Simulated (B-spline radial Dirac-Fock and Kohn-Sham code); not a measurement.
## Total conversion coefficients of Dy against transition energy

The computed values come from a B-spline atomic structure program: a Dirac-Hartree-Slater potential of the neutral atom with a Latter tail (no hole, which puts coefficients of high multipoles low close above an edge), finite nucleus with surface currents. Subshells within 1 keV of threshold and pair formation are left out.

```csv
energy (keV),E2,E3,E5,M2,M3,M5
10.8,90100,2.50e+07,5.73e+11,148000,8.56e+07,1.92e+12
13.4,30500,6.77e+06,8.45e+10,52300,2.04e+07,2.87e+11
14,24500,5.19e+06,5.78e+10,42400,1.53e+07,1.96e+11
14.8,18500,3.71e+06,3.58e+10,32500,1.06e+07,1.21e+11
16.7,10100,1.79e+06,1.28e+10,18300,4.81e+06,4.28e+10
17,9240,1.61e+06,1.11e+10,16800,4.28e+06,3.68e+10
20,4090,605000,2.88e+09,7800,1.49e+06,9.21e+09
34.8,260,21900,3.56e+07,599,45100,9.11e+07
36.1,217,17600,2.68e+07,507,36000,6.75e+07
37.7,175,13600,1.92e+07,417,27600,4.74e+07
50,43.8,2550,2.20e+06,118,5030,4.87e+06
58.8,22.4,982,641000,176,2290,1.35e+06
67.1,13.0,456,236000,105,1190,481000
100,2.75,48.5,11900,23.0,183,24600
116,1.59,21.9,4000,13.2,93.5,8670
200,0.238,1.50,84.6,1.87,8.90,262
213,0.193,1.13,55.4,1.50,6.85,180
500,0.0152,0.0442,0.412,0.0950,0.260,1.95
503,0.0150,0.0434,0.401,0.0933,0.254,1.90
541,0.0124,0.0346,0.288,0.0751,0.197,1.35
583,0.0103,0.0276,0.207,0.0602,0.152,0.960
599,0.00966,0.0255,0.185,0.0556,0.139,0.850
764,0.00546,0.0130,0.0705,0.0278,0.0624,0.297
1000,0.00306,0.00661,0.0277,0.0133,0.0271,0.101
1260,0.00192,0.00388,0.0136,0.00729,0.0138,0.0435
1770,0.00100,0.00187,0.00531,0.00312,0.00545,0.0140
2000,0.000800,0.00145,0.00388,0.00232,0.00397,0.00962
2180,0.000684,0.00122,0.00314,0.00189,0.00318,0.00744
```

Problem. How fast do they fall between 1770 and 2180 keV?

Solution. As powers of the energy: E2 E^-1.84, E3 E^-2.04, E5 E^-2.52, M2 E^-2.40, M3 E^-2.58, M5 E^-3.05. Within one type (E or M) the higher multipoles fall faster.
